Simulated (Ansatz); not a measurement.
C2H9AlSSi. The species carries charge 0 and has multiplicity 1. The bonds changed during the relaxation, so this is another structure than the one it started from. The geometry is a stationary point of PBE0-D4/def2-TZVP. It is one conformer, not always the lowest.

```xyz
14

Al    2.200    0.950   -0.611
C     0.285    0.610   -0.323
S     0.704   -0.761   -1.549
C    -0.244    0.001    0.966
Si   -1.890   -0.911    0.836
H     2.631    1.934   -1.778
H     3.193    0.283    0.430
H    -0.459    1.239   -0.810
H     0.501   -0.056   -2.674
H    -0.377    0.821    1.682
H     0.503   -0.658    1.424
H    -1.751   -2.210    0.127
H    -2.859   -0.064    0.087
H    -2.435   -1.176    2.196
```

Q: What is the dipole moment at B3LYP/def2-TZVPP? (Best estimate.)

A: Computed: 1.24 D, with components (-1.11, 0.47, -0.26) D in this frame, pointing from negative to positive charge.

Q: And with PBE, r2SCAN, ωB97M-V? (Best estimate.)

A: Ansatz gave: PBE 1.26 D, r2SCAN 1.29 D, ωB97M-V 1.22 D.

Q: Give the Mulliken charges with B3LYP, r2SCAN, ωB97M-V in def2-TZVPP. (An estimate is asked.)

A: Computed: 
```tsv
atom	B3LYP	r2SCAN	ωB97M-V
Al1	0.37	0.43	0.32
C2	-0.20	-0.19	-0.31
S3	-0.11	-0.11	-0.08
C4	-0.23	-0.18	-0.31
Si5	0.26	0.27	0.18
H6	-0.15	-0.17	-0.12
H7	-0.16	-0.17	-0.12
H8	0.11	0.08	0.15
H9	0.13	0.12	0.14
H10	0.09	0.07	0.12
H11	0.09	0.07	0.12
H12	-0.06	-0.06	-0.02
H13	-0.08	-0.08	-0.04
H14	-0.07	-0.07	-0.03
```

B3LYP here is the variant with VWN-RPA as its local correlation; programs differ in this.
